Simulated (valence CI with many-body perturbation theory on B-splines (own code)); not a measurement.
The numbers below are computed, except where a source is named.
Hyperfine factors and g values of La23+

Method: configuration interaction combined with many-body perturbation theory (CI+MBPT): six valence electrons over a frozen Dirac-Fock core [Ar] 3d10, radial functions for each j: 9 s, 9 p, 8 d, 6 f, 3 g, 1 h, with the one-electron correlation potential Σ1, the two-electron term Σ2, the three-electron term Σ3, Breit, model QED; selected CI, second order for the rest, scaled by the run's own slope (own B-spline code, finite nucleus).

No measured spectrum was set against this ion. As an estimate, levels hold to about 250 cm⁻¹ or 0.2 % of their energy and the worst to 1 %, as in measured heavy ions of charge 2 to 7; those with d or f electrons hold less well. Among the levels kept, up to 930 cm⁻¹ of a level comes from second order outside the variational space, and about a tenth of that is noise between levels of different J, which matters for small intervals.

A/g_I is the dipole constant over the nuclear g factor μ/I (μ in nuclear magnetons, uniformly magnetised nucleus), B/Q the quadrupole constant per barn. Both hold the static response of the core; the bare values leave it out. Large factors of s and p1/2 electrons are usually good to 5 to 10 %; those of open d and f shells near neutrality can be off by tens of per cent, and small factors of p3/2, d and f electrons come from cancelling terms and can be off by a factor of two or in sign, in half-filled shells by more. B is blank for J = 1/2, where it vanishes, and for nearly pure S terms. Energies count from the lowest level. Levels with J = 0 are left out.

Levels are named by their leading jj configuration (3d3/2^4 stands for four electrons in 3d with j = 3/2), which in mixed levels can hold well under half, so a name can repeat and another be missing. Letters in brackets count levels of one name in rising energy.

```tsv
Level	E (eV)	g	A/g_I (MHz)	A/g_I bare	B/Q (MHz/b)	B/Q bare
(4s^2 4p1/2^2 4p3/2^2) J=2	0.00	1.372	17400	16500	9080	8650
(4s^2 4p1/2 4p3/2^3) J=1	20.74	1.499	-7180	-7090	-16900	-16100
(4s^2 4p1/2 4p3/2^3) J=2	23.86	1.125	43300	41400	-43100	-41100
(4s 4p1/2^2 4p3/2^3) J=2	78.42	1.496	97900	93700	-30900	-29500
(4s 4p1/2^2 4p3/2^3) J=1	84.34	1.300	-32400	-31000	278	277
(4s^2 4p1/2^2 4p3/2 4d3/2) J=2	93.80	1.047	12600	12100	-2990	-2850
(4s^2 4p1/2^2 4p3/2 4d3/2) J=3	95.10	1.229	10700	10300	18700	17900
(4s^2 4p1/2^2 4p3/2 4d3/2) J=1	97.28	1.336	8350	8090	-10800	-10300
(4s^2 4p1/2^2 4p3/2 4d5/2) J=4	98.75	1.324	7140	6870	23000	21900
(4s^2 4p1/2^2 4p3/2 4d5/2) J=2	101.85	1.309	7430	7260	-16400	-15600
(4s 4p1/2 4p3/2^4) J=1	104.92	1.176	166000	159000	-13200	-12600
(4s^2 4p1/2^2 4p3/2 4d5/2) J=3	106.09	1.091	8120	7880	19100	18200
(4s^2 4p1/2^2 4p3/2 4d5/2) J=1	109.56	0.836	1020	1370	4270	4080
(4s^2 4p1/2 4p3/2^2 4d3/2) J=2 [a]	112.23	0.999	27300	26200	-25200	-24100
(4s^2 4p1/2 4p3/2^2 4d3/2) J=1 [a]	113.85	0.727	31000	29700	-9080	-8660
(4s^2 4p1/2 4p3/2^2 4d3/2) J=3	114.05	1.132	25000	24000	-13100	-12400
(4s^2 4p1/2 4p3/2^2 4d5/2) J=3 [a]	116.37	1.295	-1950	-1800	10000	9570
(4s^2 4p1/2 4p3/2^2 4d3/2) J=4	116.84	1.169	16700	16000	8120	7780
(4s^2 4p1/2 4p3/2^2 4d5/2) J=4 [a]	117.83	1.196	10700	10300	20800	19900
(4s^2 4p1/2 4p3/2^2 4d5/2) J=4 [b]	120.58	1.142	22100	21200	-4460	-4230
(4s^2 4p1/2 4p3/2^2 4d3/2) J=2 [b]	120.67	0.897	31700	30600	16700	16000
(4s^2 4p1/2 4p3/2^2 4d5/2) J=5	121.68	1.198	20600	19800	6930	6640
(4s^2 4p1/2 4p3/2^2 4d5/2) J=1 [a]	123.90	1.254	23000	22300	5820	5560
(4s^2 4p1/2 4p3/2^2 4d5/2) J=2 [a]	126.57	1.271	-727	-475	25300	24100
(4s^2 4p1/2 4p3/2^2 4d5/2) J=2 [b]	127.15	1.232	7620	7350	10700	10200
(4s^2 4p1/2 4p3/2^2 4d5/2) J=3 [b]	128.72	1.155	12000	11600	-5310	-5010
(4s^2 4p1/2 4p3/2^2 4d5/2) J=3 [c]	128.94	1.173	19700	18900	27200	26000
(4s^2 4p1/2 4p3/2^2 4d3/2) J=1 [b]	129.65	1.270	17900	16900	-13700	-13000
(4s^2 4p1/2 4p3/2^2 4d5/2) J=2 [c]	130.62	1.093	25400	24500	2200	2090
(4s^2 4p1/2 4p3/2^2 4d5/2) J=1 [b]	132.55	1.543	28000	26900	2600	2490
(4s^2 4p1/2 4p3/2^2 4d5/2) J=3 [d]	132.79	1.072	19600	18800	-2510	-2360
(4s^2 4p1/2 4p3/2^2 4d3/2) J=1 [c]	136.50	0.915	-6380	-5800	4160	3980
(4s^2 4p1/2 4p3/2^2 4d5/2) J=2 [d]	137.62	1.156	651	664	-20600	-19600
```

Task: Take the isotope of mass number 139, with I = 7/2, μ = 2.7791 μN and Q = 0.206 b. What is the hyperfine structure of (4s^2 4p1/2^2 4p3/2 4d3/2) J=1?

Result: From the table A = 6630 MHz, B = -2230 MHz. Shifts from the centre of gravity in MHz: F = 5/2: -31000, F = 7/2: -5040, F = 9/2: 22600.
